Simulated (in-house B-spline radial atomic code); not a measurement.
Atomic self-consistent-field run: the arsenic ion As⁴⁺ (an excited or competing configuration). Method: non-relativistic r2SCAN, spin-polarised, spherical fractional occupations, point nucleus. Calculated with a radial B-spline atomic code at the basis-set limit.

In the input, 3d5,1 would mean five up and one down electron.

Command:
```bash
python run_scf.py task.json out
```
Settings:
```
Z                33
configuration    1s2 2s2 2p6 3s2 3p6 3d5,4 4s0,1 5s0,1
hamiltonian      nr
method           r2scan
spin_polarised   True
```

Output (hartree, bohr):
```
 radial grid: 50 intervals, B-splines of order 8, outer radius 30.8511 bohr

 iter        energy (Eh)    residual
    1       -2229.207011    6.53e-02
    2       -2229.211461    1.80e-03
    3       -2229.211481    9.35e-04
    4       -2229.211483    5.24e-04
    5       -2229.211484    6.37e-05
    6       -2229.211484    9.09e-06
    7       -2229.211484    1.30e-06
    8       -2229.211484    6.41e-07
    9       -2229.211484    4.84e-08

 total energy                     -2229.21148
 kinetic                            2227.9536
 electron-nucleus                  -5260.2806
 Hartree                             883.8858
 exchange-correlation                -80.7702

 orbital      occ     eigenvalue          <r>       <r^2>       <1/r>     <1/r^2>       r_max
 1s up      1.000      -427.9080      0.04639  0.00288315     32.4961     2122.98     0.03062
 1s down    1.000      -427.9136    0.0463894  0.00288308     32.4966     2123.03     0.03062
 2s up      1.000       -56.3467     0.206467   0.0502141     7.17664     210.482      0.1735
 2s down    1.000       -56.3011     0.206355   0.0501589     7.18108     210.731      0.1735
 2p up      3.000       -50.5921     0.178832   0.0391065     7.13457     69.4365      0.1379
 2p down    3.000       -50.5606     0.178717   0.0390529     7.13823     69.4977      0.1379
 3s up      1.000        -9.5323     0.601332    0.415332     2.35807     34.1964      0.5281
 3s down    1.000        -9.4721      0.60246    0.417186     2.35334     34.0444      0.5282
 3p up      3.000        -7.5583     0.610719    0.435816     2.24284     10.9108      0.5219
 3p down    3.000        -7.4985     0.612912    0.439541     2.23555     10.8423      0.5223
 3d up      5.000        -4.1068     0.633301    0.492756     1.99286     5.17853        0.47
 3d down    4.000        -4.0503     0.642014    0.509145     1.97525     5.10644      0.4717
 4s down    1.000        -2.3833      1.61356     2.93434    0.825072     5.24489       1.454
 5s down    1.000        -1.0608      3.34077     12.4037    0.396626     1.47813        3.26
```

Run time, properties included: 0.11 s on 1 thread of Arm Neoverse V2, on a shared host.
